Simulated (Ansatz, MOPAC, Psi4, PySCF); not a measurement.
Noncovalent pair: NH3 (SMILES N) (first 4 atoms) with C2H6O (SMILES COC); geometry from B3LYP-D3(BJ)/def2-TZVP, rigid monomers moved along the line of their centres of mass till H4···O6 is 3.95 Å.
(charge 0, multiplicity 1):
```xyz
13

N      0.49795    -0.02045     0.16662
H     -0.03699     0.56947    -0.46041
H      0.69135    -0.88318    -0.32900
H     -0.09862    -0.24790     0.95762
C     -0.59779     1.19639     5.04784
O     -0.72281    -0.19949     4.85445
C      0.44342    -0.89860     5.24503
H      0.22250     1.60586     4.44706
H     -0.41960     1.43362     6.10409
H     -1.53601     1.65252     4.73504
H      1.30977    -0.58246     4.65258
H      0.25839    -1.95840     5.07556
H      0.66103    -0.73924     6.30850
```

Interaction energies are E(AB) − E(A) − E(B) at the monomers' geometry in the complex; basis-set methods are counterpoise corrected. Rows marked so take none.

Cores are frozen in the correlated methods. Rows in 6-31G* carry no dispersion term and start afresh at each structure (6-31G* with six Cartesian d functions). The state that PM7 reach isn't checked; PM7 holds dispersion and hydrogen-bond terms.

Run with Ansatz (a program for electronic structure) with Gaussian orbitals; MOPAC for PM7 (differences of heats of formation); Psi4 for SAPT; PySCF for 6-31G* rows. 

```
level                           interaction energy (kcal/mol)
------------------------------  -----------------------------
PM7                                                     -1.56
HF/6-31G*                                               -0.55
HF/6-31G* (no counterpoise)                             -0.60
BP86/6-31G* (no counterpoise)                           -0.42
r2SCAN/def2-TZVPPD                                      -0.51
B3LYP/6-31G* (no counterpoise)                          -0.49
SCS-MP2/aug-cc-pVDZ                                     -0.63
CCSD(T)/aug-cc-pVDZ                                     -0.67
SAPT0/jun-cc-pV(D+d)Z                              (withheld)
```

What belongs in the gaps?


- SAPT0/jun-cc-pV(D+d)Z, interaction energy (kcal/mol): -0.72
